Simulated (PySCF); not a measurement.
# Correlation energy of Cr⁺ (chromium, charge +1)

[Ar] 3d5, high-spin 6S determinant. All numbers are calculated (PySCF 2.14, the spin-free X2C one-electron Hamiltonian (Gaussian nucleus), in ANO-RCC-VTZP (6s5p3d2f1g, 59 functions)). Frozen: [Ar]; 5 electrons correlated.

```json
{"level": "CCSD", "correlation energy (mhartree)": "-84.40"}
{"level": "(T)", "correlation energy (mhartree)": "-1.69"}
{"level": "CCSD(T)", "correlation energy (mhartree)": "-86.09"}
```

Diagnostics: T1 = 0.0091, D1 = 0.0128, largest double amplitude 0.034.

Is a single reference adequate?

Yes: T1 lies below 0.03 and no double amplitude reaches 0.07.
